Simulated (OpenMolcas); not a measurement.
Predicting a hybrid from its neighbours: C2HBF2

C2HBF2 has 6 atoms, charge 0, and is taken as a singlet. As SMILES, `C#CB(F)F`. The coordinates come from a PBE0-D4/def2-TZVP relaxation.

The dipole moment y, in D, basis def2-SVPD; a is the functional's share of exact exchange. Programs: OpenMolcas 26.06.

```
functional     program     a  y (D)
      TPSS  OpenMolcas     0   1.93
       PBE  OpenMolcas     0   1.91
     B3LYP  OpenMolcas   0.2      ?
      PBE0  OpenMolcas  0.25   2.03
     BHLYP  OpenMolcas   0.5   2.15
```

Task: Fit y = c + s·a to the known rows and predict B3LYP.

Result: 
1. Means of the 4 rows: a = 0.1875, y = 2.005.
2. Σ(Δa)² = 0.17188, Σ(Δa·Δy) = 0.07875, so the slope is 0.07875/0.17188 = 0.45817.
3. Intercept: 2.005 − (0.45817) × 0.1875 = 1.919. The largest residual of the fit is 0.011.
4. B3LYP: 1.919 + (0.45817) × 0.2 = 2.01 D.

The run gave 2.02 D, so the prediction is off by -0.01 D, at the rounding of the table. More exact exchange makes the molecule more polar here. The rows mix families of semi-local functionals, which the line can't see.
